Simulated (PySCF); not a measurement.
SiCl3(OiPr), C3H7Cl3OSi.
Geometry (PBE0-D3(BJ)/def2-SVP, Å), atoms numbered from 1 in this order:
```
atom  x, y, z in Å
Si1    1.127    0.944    1.684
Cl2    0.948    0.691    3.693
Cl3    3.088    0.693    1.164
Cl4    0.572    2.846    1.166
O5     0.159   -0.138    0.953
C6    -0.518   -0.043   -0.303
C7    -1.563   -1.136   -0.323
C8     0.474   -0.139   -1.445
H9    -1.020    0.941   -0.344
H10   -1.082   -2.125   -0.274
H11   -2.161   -1.082   -1.245
H12   -2.238   -1.037    0.539
H13    1.199    0.689   -1.417
H14    1.031   -1.087   -1.391
H15   -0.049   -0.095   -2.412
```

The closed-shell ground state was solved at several levels (PySCF, density fitting, gas phase, non-relativistic).

```json
{"level": "KT2/pcSseg-1", "basis functions": "199", "total energy (Eh)": "-1879.8347", "HOMO (eV)": "-7.50", "LUMO (eV)": "-1.29", "gap (eV)": "6.21", "dipole (D)": "2.49"}
{"level": "PBE0/pcSseg-1", "basis functions": "199", "total energy (Eh)": "-1863.1659", "HOMO (eV)": "-8.93", "LUMO (eV)": "-0.07", "gap (eV)": "8.86", "dipole (D)": "2.59"}
```

(1) What might B3LYP/def2-SVPD (244 basis functions) give for the same quantities?

(2) Over all these levels, which gives the widest orbital gap and which the narrowest?

(3) How far do the dipole and the HOMO energy spread over the levels?

Results:

(1) Total energy -1863.4783 Eh, HOMO -8.62 eV, LUMO -0.67 eV, gap 7.95 eV, dipole 2.38 D.

(2) PBE0/pcSseg-1 (global hybrid, 25 % exact exchange) has the widest, 8.86 eV, and KT2/pcSseg-1 (GGA) the narrowest, 6.21 eV. The two share the basis. From the narrowest to the widest the HOMO moves by -1.43 eV and the LUMO by +1.22 eV.

(3) The dipole runs from 2.38 to 2.59 D (mean 2.49 D) and the HOMO from -8.93 to -7.50 eV.

One conformer stands for the species.
